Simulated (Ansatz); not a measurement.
Basis-set series for `[CH3][SbH][C](N)([GaH2])O[SiH3]`. Total charge 0; spin multiplicity 1. Sb takes the def2 core potential. All single points use the PBE0-D4/def2-TZVP geometry. It is one conformer, not always the lowest.

```csv
functional,basis,functions,energy (Eh),HOMO (eV),LUMO (eV)
PBE0-D4,def2-SVP,187,-2666.28164,-6.42,-1.12
PBE0-D4,def2-QZVPP,799,-2666.95806,-6.49,-1.27
ωB97M-V,def2-SVP,187,-2666.60810,-8.47,0.71
ωB97M-V,def2-QZVPP,799,-2667.29234,-8.57,0.39
```

Give the rows for def2-TZVPP. (Estimate.)

Computed: 
| functional | basis | functions | energy (Eh) | HOMO (eV) | LUMO (eV) |
| --- | --- | --- | --- | --- | --- |
| PBE0-D4 | def2-TZVPP | 418 | -2666.89014 | -6.48 | -1.24 |
| ωB97M-V | def2-TZVPP | 418 | -2667.22680 | -8.56 | 0.51 |

Positive LUMOs are unbound and depend on the basis. Scalar relativity is left out up to krypton.
